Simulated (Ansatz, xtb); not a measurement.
## Relative energy of two isomers of C5H6OSSe

Structure X is `COc1ccc(S)[se]1`, a singlet and structure Y is `COc1c[se]c(S)c1`, a singlet. Both are isolated molecules in the gas phase, relaxed with PBE-D3(BJ)/def2-SVP; the shapes shown needn't be the lowest conformers.

X (Å):

```yaml
atoms:
  - { symbol: C, position_ang: [-1.1641, 2.0558, 0.4976] }
  - { symbol: C, position_ang: [0.2329, 0.1577, 0.6880] }
  - { symbol: C, position_ang: [0.6896, -1.0275, 1.2387] }
  - { symbol: C, position_ang: [1.7963, -1.6112, 0.5546] }
  - { symbol: C, position_ang: [2.2703, -0.9285, -0.5506] }
  - { symbol: O, position_ang: [-0.7846, 0.8793, 1.1906] }
  - { symbol: S, position_ang: [3.5295, -1.4364, -1.6666] }
  - { symbol: Se, position_ang: [1.2376, 0.6423, -0.8573] }
  - { symbol: H, position_ang: [-2.0116, 2.4979, 1.0526] }
  - { symbol: H, position_ang: [-0.3262, 2.7891, 0.4619] }
  - { symbol: H, position_ang: [-1.4861, 1.8240, -0.5432] }
  - { symbol: H, position_ang: [0.2220, -1.4584, 2.1344] }
  - { symbol: H, position_ang: [2.2632, -2.5547, 0.8740] }
  - { symbol: H, position_ang: [4.5503, -0.6542, -1.1937] }
```

Y (Å):

```json
{"atom": "C", "x (Å)": "-0.5802", "y (Å)": "2.0177", "z (Å)": "0.5080"}
{"atom": "C", "x (Å)": "0.5451", "y (Å)": "-0.0086", "z (Å)": "1.0309"}
{"atom": "C", "x (Å)": "0.7915", "y (Å)": "-1.0867", "z (Å)": "1.8687"}
{"atom": "C", "x (Å)": "2.1167", "y (Å)": "-1.1173", "z (Å)": "-0.3703"}
{"atom": "C", "x (Å)": "1.2794", "y (Å)": "-0.0273", "z (Å)": "-0.2072"}
{"atom": "O", "x (Å)": "-0.3464", "y (Å)": "0.9502", "z (Å)": "1.4062"}
{"atom": "S", "x (Å)": "3.2355", "y (Å)": "-1.3759", "z (Å)": "-1.7100"}
{"atom": "Se", "x (Å)": "2.0549", "y (Å)": "-2.2492", "z (Å)": "1.1398"}
{"atom": "H", "x (Å)": "-1.3269", "y (Å)": "2.6765", "z (Å)": "0.9894"}
{"atom": "H", "x (Å)": "0.3435", "y (Å)": "2.6080", "z (Å)": "0.3110"}
{"atom": "H", "x (Å)": "-0.9898", "y (Å)": "1.6632", "z (Å)": "-0.4652"}
{"atom": "H", "x (Å)": "0.3123", "y (Å)": "-1.2700", "z (Å)": "2.8372"}
{"atom": "H", "x (Å)": "2.5814", "y (Å)": "-2.4232", "z (Å)": "-2.2976"}
{"atom": "H", "x (Å)": "1.1954", "y (Å)": "0.7416", "z (Å)": "-0.9862"}
```

Problem. Which of the two would you expect CCSD(T)/def2-SVP + ΔMP2/def2-TZVPP electronic energies to favour?

Solution. CCSD(T)/def2-SVP + ΔMP2/def2-TZVPP gives E(Y) − E(X) = −0.08 kcal/mol, slightly favouring structure Y, which is too small a margin to settle the true order.

The same difference at several levels:

```csv
level,geometry,E(Y) − E(X) (kcal/mol),departure from the last row (kcal/mol),"job, with rough time for the two"
PBE-D3(BJ)/def2-SVP,PBE-D3(BJ)/def2-SVP,+1.30,+1.38,"optimisation, 60 s"
HF/def2-SVP,PBE-D3(BJ)/def2-SVP,−0.08,0.00,part of the CCSD(T) run
MP2/def2-SVP,PBE-D3(BJ)/def2-SVP,−0.24,−0.15,part of the CCSD(T) run
CCSD(T)/def2-SVP,PBE-D3(BJ)/def2-SVP,−0.01,+0.08,single point
CCSD(T)/def2-SVP + ΔMP2/def2-TZVPP,PBE-D3(BJ)/def2-SVP,−0.08,,"single point, 2 min"
```

As drawn, both hold the same kinds of bond in the same numbers.

The largest departure from CCSD(T)/def2-SVP + ΔMP2/def2-TZVPP is that of PBE-D3(BJ)/def2-SVP, 1.38 kcal/mol. No reliable frequencies are at hand for X, so it isn't confirmed as a minimum. Levels run at GFN2-xTB geometries aren't shown. The last row adds to CCSD(T) the change of the MP2 difference between the two basis sets, here −0.08 kcal/mol.

The correlated steps freeze 20 core orbitals; the filled d shell of Se is correlated, in a basis made for valence electrons. Programs: Ansatz 0.2.0, xtb 6.7.1; the last row on 2 threads of Intel(R) Xeon(R) 6975P-C (Granite Rapids) on a shared host.
